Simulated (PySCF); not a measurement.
Question: Write Cartesian coordinates for InChI=1S/CH5FGeS/c1-4-3-2/h3H2,1H3 as optimised with PBE0-D3(BJ)/def2-SVP.

Answer: 
```
atom  x, y, z in Å
C1     1.547   -0.174    0.105
S2     0.283   -0.907    1.197
Ge3   -1.507    0.035    0.344
F4    -1.502    1.745    0.706
H5     2.493   -0.683    0.333
H6     1.308   -0.338   -0.956
H7     1.662    0.900    0.301
H8    -2.745   -0.563    1.018
H9    -1.480   -0.033   -1.191
```

Any rigid rotation of these coordinates is as good. Atoms count from 1 in this order. S2 (sulfur bonded to C and Ge) is bent (angle 99.2°). Ge3 (germanium bonded to F, S and 2 H) is distorted tetrahedral (angles from 104.5° to 115.9°).

Bonds between heavy atoms (Å): C1–S2 1.824, S2–Ge3 2.195, Ge3–F4 1.748.

Method used: PBE0-D3(BJ)/def2-SVP geometry optimisation, gas phase (PySCF 2.14.0).

Point group: C1 (no symmetry element, even within 0.4 Å). PBE0-D3(BJ)/def2-SVP frequencies: not computed here. One conformer, not necessarily the lowest (C1–S2–Ge3–F4 -70°).
